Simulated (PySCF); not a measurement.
## How methods differ on the ionisation energy of Sc(2+)

Sc(2+) [Ar] 3d1 (2D) → Sc(3+) [Ar] (1S), as a difference of total energies. Computed with PySCF 2.14 in ANO-RCC-VTZP (6s5p3d2f1g, 59 functions), with scalar relativity by spin-free X2C-1e. Correlated levels: valence and next inner shell: [Ne] frozen. The calculations carry no spin-orbit coupling.

```tsv
method	ionisation energy (eV)
UHF	23.868
MP2 (valence and next inner shell)	24.374
SCS-MP2 (valence and next inner shell)	24.328
CCSD (valence and next inner shell)	24.364
CCSD(T) (valence and next inner shell)	24.373
```

Problem. How much does correlation contribute at CCSD(T) (valence and next inner shell)?

Solution. 24.373 − (23.868) = 0.505 eV, measured against UHF.

A first-order spin-orbit estimate (lowest level to lowest level, LS coupling) adds 0.018 eV.

Errors of the correlated levels include the incompleteness of this basis and the frozen core.

For comparison: 24.757 eV (measured; NIST Atomic Spectra Database, ionization energies).
